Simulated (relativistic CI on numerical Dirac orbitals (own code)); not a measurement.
## Hyperfine structure of Ag³²⁺, mass number 107

Method of calculation: Dirac-Coulomb-Breit CI, separate exchange-only KLI orbitals for each configuration, model QED (radiative potential, 1s self-energy scaled to tabulated hydrogen-like ionisation energies), unscaled Slater integrals (own radial code, finite nucleus).

CI space (outside the closed core [Ne]): 3s²3p³, 3s3p⁴, 3s²3p²3d, 3p⁵, 3s3p³3d, 3p⁴3d, 3s3p²3d², 3s²3p3d4p, 3p⁴4s, 3s3p²3d4s, 3p⁴4p, 3s²3p²4s, 3s²3p3d², 3s²3d³, 3s3p3d³, 3s²3d²4s, 3p³3d², 3p²3d³, 3p²3d²4s, 3s²3p3d4s, 3s3p3d²4s, 3s²3d4s², 3s3p²3d4p, 3s3p3d²4p, 3p²3d²4p, 3s3p3d4s4p. Double excitations out of closed p, d and f shells are left out; levels of such configurations are missing from the list, as are those of other unlisted configurations, and high levels can miss mixing partners.

Nuclear spin I = 1/2, μ = -0.11352 μN (tables of Stone and Pyykkö). The electronic factors are computed for point nuclear moments, without core polarisation or the Bohr-Weisskopf and QED corrections.

| Level | E (eV) | A (MHz) |
| --- | --- | --- |
| 3s²3p³ ²D°5/2 | 41.576 | -19740 |
| 3s²3p³ ²P°1/2 | 49.967 | -58910 |
| 3s²3p³ ²P°3/2 | 85.153 | -10420 |
| 3s3p⁴ ⁴P5/2 | 117.603 | -39090 |
| 3s²3p²3d ⁴D1/2 | 161.041 | -18680 |

Levels with J = 0, under 50 % of one LS term, or S terms without an open s electron are left out. Small factors come from cancelling terms and can be off by tens of per cent or more.

At this charge energies of transitions that change n are usually good to better than 1 %, and those within a shell (Δn = 0) to a few per cent.

**Question.** Give the hyperfine levels of 3s²3p³ ²D°5/2 relative to its centre of gravity.

**Answer.** With K = F(F + 1) − I(I + 1) − J(J + 1), E = AK/2: F = 2: 34540, F = 3: -24670 MHz.

LS names give the leading component of a level, which can be under half, so a name can repeat, a term be missing and a line seem to break the LS rules.
